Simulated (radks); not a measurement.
Kinetic energies: the exact non-interacting value of the Kohn-Sham orbitals and orbital-free approximations, as 100 (|E| - |E exact|)/|E exact|, negative where the magnitude is too small. Species: Cu [Ar] 3d10 4s1; Ca+ [Ar] 4s1. Calculated with a radial shooting solver on a logarithmic mesh with Libxc functionals: non-relativistic Kohn-Sham, PBE, spin-polarised, spherical densities, point nucleus. Every spin shell is full or empty, so the densities are truly spherical. Functionals are evaluated on that one density, not self-consistently.

\begin{tabular}{lrr}
functional & Cu & Ca+ \\ \hline
exact (hartree) & 1639.11 & 676.466 \\
Thomas-Fermi & -6.45 & -6.94 \\
von Weizsacker & -50.06 & -43.31 \\
TF + vW & +43.48 & +49.75 \\
TF + vW/9 & -0.91 & -0.64 \\
APBEK & -0.05 & +0.20 \\
revAPBEK & +0.20 & +0.52 \\
Perdew 92 & -0.89 & -0.63 \\
Pearson & -1.34 & -1.40 \\
LKT & +23.64 & +27.96 \\
PG1 & +18.73 & +22.46 \\
Ernzerhof & -0.51 & -0.11 \\
\end{tabular}
